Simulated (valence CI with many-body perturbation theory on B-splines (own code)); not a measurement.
## E1 line list for Tc XXXIX

Computed by relativistic CI+MBPT: three valence electrons over a frozen Dirac-Fock core [He], a basis of 11 s, 11 p, 9 d, 7 f, 5 g, 2 h, 1 i functions for each j, with the one-electron correlation potential Σ1 (screened to all orders), the two-electron term Σ2, the three-electron term Σ3, Breit, model QED; selected single and double excitations, second order for the rest (own B-spline code, finite nucleus).

The last digits are not significant, and no measured levels were compared; by estimate large intervals hold to a few tenths of a per cent, small ones and those within an open d or f shell to about a per cent.

Lines 101 to 150 of 268 in falling wavelength, among levels below 29043 × 10³ cm⁻¹, chosen from the strongest by gf and those to the six lowest levels. Wavelengths and rates use the calculated energies. Electric multipoles are in the length gauge, E1 and E2 with the static RPA response of the core. Weak lines are less certain than strong ones. Lines between different terms over intervals too small for the method are left out, as are lines whose strength nearly cancels. Where a level lies close to another of its J and parity, the split of strength between their lines is uncertain. The highest levels of a list are the least certain.

Levels are named by their leading jj configuration (3d3/2^4 stands for four electrons in 3d with j = 3/2), which in mixed levels can hold well under half, so a name can repeat and another be missing. Letters in brackets count levels of one name in rising energy.

```
λ vac (Å)                          Upper                       Lower   A (s⁻¹)  S (a.u.)
    4.080     (2s 2p3/2 3d5/2) J=5/2 [a]          (2s 2p3/2^2) J=3/2  1.51e+13  3.04e-03
    4.076         (2s 2p1/2 3d3/2) J=5/2  (2s 2p1/2 2p3/2) J=3/2 [b]  2.46e+12  4.93e-04
    4.073     (2s 2p3/2 3d5/2) J=3/2 [a]          (2s 2p3/2^2) J=3/2  2.82e+13  3.76e-03
    4.072     (2s 2p3/2 3d5/2) J=3/2 [a]          (2s 2p3/2^2) J=1/2  3.59e+13  4.78e-03
    4.068     (2s 2p1/2 3d5/2) J=5/2 [a]  (2s 2p1/2 2p3/2) J=3/2 [b]  3.40e+12  6.79e-04
    4.063          (2p1/2^2 3d3/2) J=3/2       (2p1/2^2 2p3/2) J=3/2  2.78e+13  3.69e-03
    4.060         (2s 2p1/2 3d3/2) J=1/2  (2s 2p1/2 2p3/2) J=3/2 [b]  4.39e+12  2.90e-04
    4.059     (2s 2p1/2 3d3/2) J=3/2 [b]  (2s 2p1/2 2p3/2) J=3/2 [b]  9.12e+12  1.20e-03
    4.056            (2s 2p3/2 3s) J=5/2  (2s 2p1/2 2p3/2) J=3/2 [b]  1.05e+13  2.07e-03
    4.054         (2s 2p3/2 3d5/2) J=1/2          (2s 2p3/2^2) J=1/2  1.55e+14  1.02e-02
    4.045  (2p1/2 2p3/2 3d5/2) J=5/2 [b]       (2p1/2 2p3/2^2) J=5/2  6.92e+13  1.36e-02
    4.044         (2s 2p1/2 3d5/2) J=3/2      (2s 2p1/2 2p3/2) J=1/2  1.12e+14  1.47e-02
    4.043  (2p1/2 2p3/2 3d3/2) J=3/2 [b]       (2p1/2 2p3/2^2) J=5/2  2.61e+13  3.41e-03
    4.041          (2p1/2^2 3d5/2) J=5/2       (2p1/2^2 2p3/2) J=3/2  1.28e+14  2.49e-02
    4.040     (2s 2p1/2 3d3/2) J=3/2 [a]      (2s 2p1/2 2p3/2) J=5/2  7.91e+11  1.03e-04
    4.038         (2s 2p1/2 3d5/2) J=3/2  (2s 2p1/2 2p3/2) J=3/2 [b]  2.56e+13  3.33e-03
    4.037  (2p1/2 2p3/2 3d5/2) J=5/2 [a]       (2p1/2 2p3/2^2) J=3/2  5.57e+13  1.08e-02
    4.037     (2s 2p1/2 3d5/2) J=5/2 [b]  (2s 2p1/2 2p3/2) J=3/2 [b]  1.15e+14  2.24e-02
    4.034      (2p1/2 2p3/2 3d5/2) J=3/2       (2p1/2 2p3/2^2) J=3/2  6.84e+13  8.86e-03
    4.027     (2s 2p3/2 3d3/2) J=3/2 [b]          (2s 2p3/2^2) J=3/2  2.22e+13  2.86e-03
    4.025     (2s 2p3/2 3d3/2) J=3/2 [b]          (2s 2p3/2^2) J=1/2  4.04e+13  5.20e-03
    4.024  (2p1/2 2p3/2 3d5/2) J=5/2 [b]       (2p1/2 2p3/2^2) J=3/2  2.16e+13  4.17e-03
    4.024     (2s 2p3/2 3d3/2) J=5/2 [a]          (2s 2p3/2^2) J=5/2  7.25e+12  1.40e-03
    4.024         (2s 2p1/2 3d3/2) J=5/2      (2s 2p1/2 2p3/2) J=5/2  1.58e+13  3.06e-03
    4.023  (2p1/2 2p3/2 3d3/2) J=3/2 [b]       (2p1/2 2p3/2^2) J=3/2  3.16e+13  4.06e-03
    4.022         (2s 2p3/2 3d3/2) J=7/2          (2s 2p3/2^2) J=5/2  1.29e+13  3.30e-03
    4.021     (2s 2p3/2 3d3/2) J=3/2 [a]          (2s 2p3/2^2) J=5/2  1.96e+13  2.51e-03
    4.021  (2p1/2 2p3/2 3p1/2) J=3/2 [a]          (2s 2p3/2^2) J=3/2  1.02e+13  1.31e-03
    4.019  (2p1/2 2p3/2 3p1/2) J=3/2 [a]          (2s 2p3/2^2) J=1/2  1.36e+13  1.74e-03
    4.018        (2s 2p1/2 3s) J=1/2 [a]          (2s 2p1/2^2) J=1/2  4.01e+12  2.57e-04
    4.018     (2s 2p3/2 3d3/2) J=1/2 [b]          (2s 2p3/2^2) J=3/2  2.66e+13  1.70e-03
    4.016     (2s 2p1/2 3d5/2) J=5/2 [a]      (2s 2p1/2 2p3/2) J=5/2  3.15e+13  6.03e-03
    4.009     (2s 2p3/2 3d5/2) J=5/2 [b]          (2s 2p3/2^2) J=3/2  1.49e+14  2.84e-02
    4.009     (2s 2p1/2 3d3/2) J=3/2 [a]  (2s 2p1/2 2p3/2) J=3/2 [a]  1.18e+13  1.50e-03
    4.008     (2s 2p1/2 3d3/2) J=3/2 [b]      (2s 2p1/2 2p3/2) J=5/2  6.03e+12  7.66e-04
    4.007      (2p1/2 2p3/2 3p1/2) J=5/2          (2s 2p3/2^2) J=3/2  8.07e+13  1.54e-02
    4.005     (2s 2p3/2 3d5/2) J=3/2 [b]          (2s 2p3/2^2) J=3/2  6.43e+13  8.15e-03
    4.004     (2s 2p3/2 3d5/2) J=5/2 [a]          (2s 2p3/2^2) J=5/2  1.14e+14  2.16e-02
    4.003     (2s 2p3/2 3d5/2) J=3/2 [b]          (2s 2p3/2^2) J=1/2  9.55e+13  1.21e-02
    4.000         (2s 2p1/2 3d5/2) J=7/2      (2s 2p1/2 2p3/2) J=5/2  1.35e+14  3.40e-02
    3.998     (2s 2p3/2 3d5/2) J=3/2 [a]          (2s 2p3/2^2) J=5/2  2.07e+13  2.62e-03
    3.998             (2s^2 3d3/2) J=3/2          (2s^2 2p3/2) J=3/2  2.58e+13  3.26e-03
    3.996            (2s 2p1/2 3s) J=3/2          (2s 2p1/2^2) J=1/2  9.32e+12  1.17e-03
    3.993         (2s 2p1/2 3d3/2) J=5/2  (2s 2p1/2 2p3/2) J=3/2 [a]  3.92e+13  7.38e-03
    3.991     (2s 2p3/2 3d5/2) J=7/2 [a]          (2s 2p3/2^2) J=5/2  2.16e+14  5.41e-02
    3.989            (2s 2p3/2 3s) J=1/2  (2s 2p1/2 2p3/2) J=3/2 [b]  4.12e+12  2.58e-04
    3.989        (2s 2p3/2 3s) J=3/2 [a]      (2s 2p1/2 2p3/2) J=5/2  2.40e+12  3.01e-04
    3.985     (2s 2p1/2 3d5/2) J=5/2 [b]      (2s 2p1/2 2p3/2) J=5/2  6.89e+12  1.29e-03
    3.985     (2s 2p1/2 3d5/2) J=5/2 [a]  (2s 2p1/2 2p3/2) J=3/2 [a]  1.01e+14  1.88e-02
    3.984        (2s 2p3/2 3s) J=3/2 [b]  (2s 2p1/2 2p3/2) J=3/2 [b]  1.76e+12  2.20e-04
```
